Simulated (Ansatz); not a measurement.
Geometry optimisation, Ansatz 0.2.0, RHF/def2-SVP.

Input:

```yaml
crystal:
  periodic: [false, false, false]
  atoms:
    - { symbol: B, position_ang: [-0.6565, 1.5057, -0.1352] }
    - { symbol: Sn, position_ang: [0.3553, -0.3967, -0.196] }
    - { symbol: O, position_ang: [0.1297, -1.2946, 1.5435] }
    - { symbol: Cl, position_ang: [-0.491, -1.7395, -1.8873] }
    - { symbol: H, position_ang: [-0.7077, 2.2371, -1.1205] }
    - { symbol: H, position_ang: [-1.2697, 1.906, 0.8318] }
    - { symbol: H, position_ang: [2.0835, -0.1212, -0.5217] }
    - { symbol: H, position_ang: [0.6486, -2.154, 1.4297] }
basis:
  gaussian: { orbitals: def2-SVP }
hamiltonian:
  xc: hf
relax:
  f_tol: 0.015
  max_steps: 40
output:
  orbitals: {}
```

Command:

```bash
$ ansatz run input.yaml --threads 1 --pin off --max-ram 2048MiB --backend cpu --events-out ev --progress --plain --runs-dir out
```

Question: Where does it end, and by what steps?

Answer: It converged. After 6 steps the energy has fallen by 0.439 eV; H8 moved furthest, 0.18 Å.

| step | energy less start (eV) | largest force component (eV/Å) | accepted |
| --- | --- | --- | --- |
| 0 | 0.0000 | 2.996 | yes |
| 1 | -0.3303 | 1.192 | yes |
| 2 | -0.4208 | 0.358 | yes |
| 3 | -0.4328 | 0.134 | yes |
| 4 | -0.4374 | 0.050 | yes |
| 5 | -0.4384 | 0.023 | yes |
| 6 | -0.4385 | 0.008 | yes |

```xyz
8
Properties=species:S:1:pos:R:3
B -0.736 1.590 -0.144
Sn 0.487 -0.323 -0.205
O 0.246 -1.301 1.478
Cl -0.448 -1.724 -1.879
H -0.827 2.259 -1.130
H -1.288 1.921 0.861
H 2.155 -0.269 -0.559
H 0.503 -2.210 1.521
```

Whether the end is a true minimum wasn't checked by a vibrational analysis.

The run took 22 s on 1 thread of Arm Neoverse V1 (shared host), peak memory 0.19 GiB.
